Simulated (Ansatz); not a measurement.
System: sum formula H$_{8}$Si$_{3}$O$_{4}$, charge 0, multiplicity 1. SMILES: O([SiH3])[Si](O)(O)O[SiH3]
Structure (B3LYP-D3(BJ)/def2-TZVP (Ansatz, an electronic-structure program) minimum search):
```xyz
15

O     -0.7783    -1.9562     0.1657
Si    -0.0314    -0.6067    -0.3757
O      0.6370    -0.7764    -1.8578
O     -1.1750     0.5391    -0.4119
Si    -2.4847     1.1025     0.4054
O      1.1916    -0.2169     0.6115
Si     2.5760     0.6652     0.6892
H     -0.2366    -2.7183     0.3835
H      0.0507    -0.8790    -2.6110
H     -3.6821     0.3091     0.0511
H     -2.2547     1.0251     1.8658
H     -2.6913     2.5119     0.0092
H      3.6933    -0.0921     0.0833
H      2.8687     0.9200     2.1158
H      2.4087     1.9529    -0.0218
```

Parts of the frozen-core correlation energy in aug-cc-pV(T+d)Z (Ansatz, hartree). Frozen orbitals: 19; correlated occupied orbitals by spin: 22 and 22; virtual: 492 and 492. Spin-orbit coupling is left out. No relativistic terms.

| term | value |
|---|---|
| reference (HF) | -1171.42397 |
| MP2 opposite-spin | -1.02286 |
| MP2 same-spin | -0.31479 |
| CCSD correlation | -1.38285 |
| (T) | -0.05008 |
| T1 diagnostic | 0.012 |
| largest doubles amplitude | 0.005 |
